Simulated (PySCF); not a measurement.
Electronic structure of B⁺ (boron, charge +1) at the M06-2X level

Configuration: [He] 2s2, closed-shell 1S. All numbers are calculated (PySCF 2.14, the non-relativistic Hamiltonian (point nucleus), in aug-cc-pVDZ (4s3p2d, 23 functions)).

| Property | Result |
| --- | --- |
| Total energy | -24.3420 hartree |
| One-electron energy | -30.3453 hartree |
| Hartree (Coulomb) energy | 9.5964 hartree |
| Exchange-correlation energy | -3.5931 hartree |
| Kinetic energy | 24.12714 hartree |
| ⟨S²⟩ | 0.0000 |
| ⟨L²⟩ | 0.000 |
| Sum of ⟨r⟩ | 4.241 bohr |
| Sum of ⟨r²⟩ | 7.907 bohr² |
| Density at the nucleus (Gaussians lack the cusp) | 69.2 bohr⁻³ |
| Langevin diamagnetic susceptibility | -6.26 ×10⁻⁶ cm³/mol |
| Time after the integrals | 0.15 s of wall time on 1 thread of Neoverse-V1 (shared host) |

```
shell  electrons  mean orbital energy (eV)  rms radius, mean of both spins (bohr)
   1s          2                   -208.37                                  0.380
   2s          2                   -21.989                                   1.95
```
